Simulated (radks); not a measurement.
Q: Charge is removed step by step from the 3s down level of Ca+, starting from [Ne] 3s(up 1, down 1) 3p6 4s1. Level of theory: scalar-relativistic Kohn-Sham, BLYP, spin-polarised, spherical densities, finite nucleus; open shells are filled with parallel spins first; Fermi nuclear charge, rms radius 3.4776 fm (a radial shooting solver on a logarithmic mesh with Libxc functionals). At the starting occupation the eigenvalue is -53.631 eV. Estimate the energy to remove one whole electron from this level, the eigenvalue at the end, and how far E(n) bends from a straight line.

A: Delta-SCF 61.242 eV; final eigenvalue -69.050 eV; the deviation from the straight line is -1.928 eV at 0.5 electron removed, the largest on the grid computed. Slater's transition state (half an electron removed) gives 61.201 eV. Integrating minus the eigenvalue over the occupation (Janak's theorem) gives 61.247 eV. In this scalar-relativistic scheme the density is built from large components alone, so the theorem holds only approximately. The mean slope of the eigenvalue, de/dn, is 15.4 eV per electron.
